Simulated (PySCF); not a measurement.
**Potential energy of TlIn along the bond**

Set-up: Tl cc-pVDZ-PP with ECP60, In cc-pVDZ-PP with ECP28; scalar-relativistic core potentials (PySCF 2.14). Energies in eV from Tl + In in their ground configurations at the same level. State: ³Π (triplet), unpaired electrons σ ↑, π ↑.

All columns are PBE0. A positive dipole means Tl(−)In(+).

```
R (Å)  E (eV)  μ (D)  Mulliken charge on Tl (basis-dependent)  HOMO (eV)  LUMO (eV)  Mayer bond order  ⟨S²⟩
2.669  -0.836  -0.23                                     0.00      -4.21      -2.90              1.24  2.01
2.794  -1.059  -0.30                                     0.00      -4.20      -2.78              1.20  2.01
2.918  -1.177  -0.36                                     0.01      -4.07      -2.67              1.16  2.01
3.011  -1.217  -0.41                                     0.01      -3.99      -2.59              1.14  2.01
3.104  -1.227  -0.45                                     0.02      -3.91      -2.53              1.12  2.01
3.197  -1.214  -0.49                                     0.02      -3.83      -2.47              1.10  2.00
3.321  -1.173  -0.54                                     0.03      -3.74      -2.39              1.09  2.00
3.477  -1.095  -0.59                                     0.03      -3.64      -2.32              1.07  2.00
3.663  -0.980  -0.64                                     0.03      -3.54      -2.24              1.05  2.00
3.911  -0.811  -0.68                                     0.03      -3.43      -2.16              1.03  2.00
```

A fit through these points gives, at Re = 3.095 Å, μ = -0.45 D and dμ/dR = -0.452 D/Å; the reduced mass is 73.63 u.

Question: How strong is the fundamental in the double-harmonic approximation, I = 42.26·(dμ/dR)²/μred km/mol?

Answer: I = 42.26·(-0.452)²/73.63 = 0.117 km/mol at PBE0.

Spin–orbit coupling is left out, which matters for elements this heavy, above all for dissociation energies. The state is the lowest determinant that a PBE0 search found; another state may lie lower at other levels.
